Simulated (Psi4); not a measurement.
C₃H₇ (SMILES [CH2]CC), doublet, geometry from GFN2-xTB. Base run: CCSD(T)/6-31G* (Psi4).

The Psi4 input:
```
memory 2 GB

molecule mol {
0 2
C     0.008600    0.118759    0.572489
C    -0.001440    1.276262   -0.336318
C    -0.006266   -1.219466   -0.199123
H    -0.873420    0.139321    1.219107
H     0.903032    0.137499    1.200083
H    -0.004010   -2.053087    0.499173
H     0.916652    1.684684   -0.711813
H    -0.922042    1.617014   -0.769176
H    -0.895426   -1.284626   -0.821224
H     0.869852   -1.294132   -0.838440
}

set {
  basis 6-31g*
  reference uhf
}

energy('ccsd(t)')
print_variables()
```

Variants of this job, named by their change:

```
change                          ΔE vs base (kcal/mol)  MP2 correlation (Eh)  basis functions  core-seconds (rough)
------------------------------  ---------------------  --------------------  ---------------  --------------------
base                                            0.000              -0.38289               59                    50
method = omp2                                   32.43              -0.38261               59                    10
method = ccsd                                    6.74              -0.38289               59                    20
method = mp2                                    34.64              -0.38261               59                     3
method = lccd                                    2.51              -0.38289               59                    10
method = scs-mp2                                33.65              -0.38289               59                     5
puream = on                                      6.80              -0.37276               56                    50
method = mp3                                    12.20              -0.38261               59                     4
scf_type = pk; mp2_type = conv                  0.000              -0.38289               59                    60
method = mp2.5                                  23.42              -0.38261               59                     4
```

Open shells are given as the SCF converged; they aren't shown to be the lowest states, and a large step between rows can be another state.
